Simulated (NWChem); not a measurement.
System: C2H2BrCl; SMILES C=C(Cl)Br

Here is an NWChem input.

```
start job
memory heap 200 mb stack 900 mb global 1100 mb
geometry units angstroms noautosym nocenter noautoz
  C     -1.813643     0.804365     0.000000
  C     -0.502966     0.571149     0.000000
  Cl     0.670629     1.829856     0.000000
  Br     0.211029    -1.171335     0.000000
  H     -2.524923    -0.022264     0.000000
  H     -2.184948     1.830913     0.000000
end
basis spherical
  C library def2-svp
  Cl library def2-svp
  Br library def2-svp
  H library def2-svp
end
dft
  xc pbe0
  iterations 150
end
cosmo
  do_cosmo_smd true
  solvent meg
end
task dft energy
```

Output (shortened):

```
             Northwest Computational Chemistry Package (NWChem) 7.3.0
             --------------------------------------------------------

                             Geometry "geometry" -> ""
                             -------------------------

 Output coordinates in angstroms (scale by  1.889725989 to convert to a.u.)

  No.       Tag          Charge          X              Y              Z
 ---- ---------------- ---------- -------------- -------------- --------------
    1 C                    6.0000    -1.81364300     0.80436500     0.00000000
    2 C                    6.0000    -0.50296600     0.57114900     0.00000000
    3 Cl                  17.0000     0.67062900     1.82985600     0.00000000
    4 Br                  35.0000     0.21102900    -1.17133500     0.00000000
    5 H                    1.0000    -2.52492300    -0.02226400     0.00000000
    6 H                    1.0000    -2.18494800     1.83091300     0.00000000

 Effective nuclear repulsion energy (a.u.)     293.5240413886

                                 NWChem DFT Module
                                 -----------------

 Summary of "ao basis" -> "ao basis" (spherical)
 ------------------------------------------------------------------------------
       Tag                 Description            Shells   Functions and Types
 ---------------- ------------------------------  ------  ---------------------
 C                          def2-svp                 6       14   3s2p1d
 Cl                         def2-svp                 8       18   4s3p1d
 Br                         def2-svp                12       32   5s4p3d
 H                          def2-svp                 3        5   2s1p

 in cosmo_initialize ...
 calling solv_data for solv:meg

 solvent parameters
 solvname_short: meg
 solvname_long:  1,2-ethanediol
 dielec:       40.2450
 dielecinf:     2.0501
 nonaqueous SMD model solvent descriptors
 dielec:       40.2450
 sola:          0.5800
 solb:          0.7800
 solc:          0.0000
 solg:         69.0700
 solh:          0.0000
 soln:          1.4318

          ---------------
          -cosmo- solvent
          ---------------
 Cosmo: York-Karplus, doi: 10.1021/jp992097l
 dielectric constant -eps-     =  40.24
 screen = (eps-1)/(eps    )    =   0.97515
 surface charge correction     = lagrangian

   van der Waals surface
 --------------------------

[...]

                                COSMO-SMD solvation results
                                ---------------------------

             internal energy in gas <Psi(g)|H|Psi(g)> =     -3110.680769182996
         internal energy in solvent <Psi(s)|H|Psi(s)> =     -3110.680254497098
                               delta internal energy  =         0.000514685898 (    0.32 kcal/mol)
   total free energy in solvent <Psi(s)|H+V/2|Psi(s)> =     -3110.683603257508
 polarization energy contribution <Psi(s)|V/2|Psi(s)> =        -0.003348760410 (   -2.10 kcal/mol)
    total free energy in solvent including G(SMD-CDS) =     -3110.682910271783
                       G(SMD-CDS) energy contribution =         0.000692985725 (    0.43 kcal/mol)
     1 M fixed-concentration free energy of solvation =        -0.002141088787 (   -1.34 kcal/mol)

                       DFT Final Molecular Orbital Analysis
                       ------------------------------------

 Vector   31  Occ=2.000000D+00  E=-3.289385D-01
              MO Center=  3.3D-01,  1.5D-01,  1.2D-08, r^2= 3.5D+00
   Bfn.  Coefficient  Atom+Function         Bfn.  Coefficient  Atom+Function
  ----- ------------  ---------------      ----- ------------  ---------------
    41      0.440760  3 Cl pz                63     -0.442476  4 Br pz
    60     -0.405436  4 Br pz                38      0.319909  3 Cl pz
    57      0.267368  4 Br pz                35      0.184723  3 Cl pz
    20     -0.090897  2 C  pz                54     -0.086818  4 Br pz
     6     -0.076624  1 C  pz                23     -0.052254  2 C  pz

 Vector   32  Occ=2.000000D+00  E=-3.085901D-01
              MO Center=  2.4D-01, -5.2D-01,  1.7D-09, r^2= 3.1D+00
   Bfn.  Coefficient  Atom+Function         Bfn.  Coefficient  Atom+Function
  ----- ------------  ---------------      ----- ------------  ---------------
    61      0.486561  4 Br px                58      0.439594  4 Br px
    55     -0.288816  4 Br px                40      0.281870  3 Cl py
    62      0.244329  4 Br py                59      0.230118  4 Br py
    37      0.205283  3 Cl py                39     -0.158804  3 Cl px
    56     -0.150257  4 Br py                34      0.117093  3 Cl py

 Vector   33  Occ=2.000000D+00  E=-2.695364D-01
              MO Center= -6.1D-01,  3.5D-01,  2.1D-09, r^2= 3.4D+00
   Bfn.  Coefficient  Atom+Function         Bfn.  Coefficient  Atom+Function
  ----- ------------  ---------------      ----- ------------  ---------------
     6      0.371816  1 C  pz                63     -0.370204  4 Br pz
    41     -0.301226  3 Cl pz                60     -0.301879  4 Br pz
    20      0.291749  2 C  pz                 9      0.267240  1 C  pz
    38     -0.199232  3 Cl pz                57      0.198658  4 Br pz
    23      0.182209  2 C  pz                35     -0.114904  3 Cl pz

 Vector   34  Occ=0.000000D+00  E=-1.207307D-02
              MO Center= -1.1D+00,  6.5D-01, -2.3D-08, r^2= 2.5D+00
   Bfn.  Coefficient  Atom+Function         Bfn.  Coefficient  Atom+Function
  ----- ------------  ---------------      ----- ------------  ---------------
     9      0.637569  1 C  pz                23     -0.630312  2 C  pz
    20     -0.459976  2 C  pz                 6      0.414450  1 C  pz
    41      0.243363  3 Cl pz                63      0.220507  4 Br pz
    38      0.107670  3 Cl pz                60      0.102475  4 Br pz
    75     -0.076253  4 Br d -1              57     -0.069173  4 Br pz

[...]
```

Level: PBE0/def2-SVP, SMD on the gas-phase geometry. Coordinates come from a PBE0/def2-SVP optimisation. Solvent: ethylene glycol.
